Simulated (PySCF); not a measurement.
C₃H₁₄Ge₃.
Cartesian coordinates in Å at the PBE0-D3(BJ)/def2-SVP level; atoms count from 1:
```xyz
20
C3H14Ge3 angstrom
C     -2.0566   -0.9502   -0.9523
C     -1.1719   -1.1635    0.2677
Ge     0.3865    0.0431    0.3538
C      1.4564   -0.3704    1.9466
Ge    -0.3954    2.3406    0.4465
Ge     1.7286   -0.2545   -1.6481
H     -2.9159   -1.6396   -0.9577
H     -1.5031   -1.1114   -1.8912
H     -2.4604    0.0744   -0.9894
H     -1.7447   -1.0192    1.1992
H     -0.7850   -2.1961    0.2984
H      1.8060   -1.4128    1.9058
H      0.8511   -0.2382    2.8556
H      2.3325    0.2904    2.0101
H      0.7648    3.3111    0.7457
H     -1.4532    2.5111    1.5586
H     -1.0403    2.7700   -0.8864
H      0.9691    0.2120   -2.9062
H      3.0391    0.5537   -1.5619
H      2.1009   -1.7400   -1.8453
```

Computed at PBE0/pcSseg-1 (PySCF, non-relativistic), with Q(73Ge) = −0.196 b: Ge3, 73Ge (I = 9/2): χzz = 18.38 MHz, η = 0.924; Ge5, 73Ge (I = 9/2): χzz = -2.488 MHz, η = 0.594; Ge6, 73Ge (I = 9/2): χzz = -2.306 MHz, η = 0.669.

**Question.** Where would the pure quadrupole (NQR) lines of 73Ge at Ge3 fall for the rigid, isolated species?

**Answer.** From the eigenvalues of H = χ/[4I(2I − 1)] × [3Iz² − I(I + 1) + η(Ix² − Iy²)], steps between neighbouring levels, labelled as for η = 0: ±1/2↔±3/2 2.648 MHz, ±3/2↔±5/2 1.804 MHz, ±5/2↔±7/2 1.946 MHz, ±7/2↔±9/2 2.840 MHz (germanium bonded to 2 C and 2 Ge).

**Question.** Where would the pure quadrupole (NQR) lines of 73Ge at Ge5 fall for the rigid, isolated species?

**Answer.** From the eigenvalues of H = χ/[4I(2I − 1)] × [3Iz² − I(I + 1) + η(Ix² − Iy²)], steps between neighbouring levels, labelled as for η = 0: ±1/2↔±3/2 0.262 MHz, ±3/2↔±5/2 0.199 MHz, ±5/2↔±7/2 0.289 MHz, ±7/2↔±9/2 0.403 MHz (germanium bonded to Ge and 3 H).

**Question.** Find the zero-field quadrupole resonance frequencies of 73Ge at Ge6.

**Answer.** From the eigenvalues of H = χ/[4I(2I − 1)] × [3Iz² − I(I + 1) + η(Ix² − Iy²)], steps between neighbouring levels, labelled as for η = 0: ±1/2↔±3/2 0.264 MHz, ±3/2↔±5/2 0.191 MHz, ±5/2↔±7/2 0.262 MHz, ±7/2↔±9/2 0.370 MHz (germanium bonded to Ge and 3 H).

In a crystal, neighbours and librations shift these lines. The calculation is non-relativistic, for germanium too. The small basis limits the accuracy of the gradients.

The run behind these numbers computed NMR shieldings as well. The run took 99 s of wall time on an Arm Neoverse N1 with one thread, no GPU, shared host.

One conformer stands for the species.
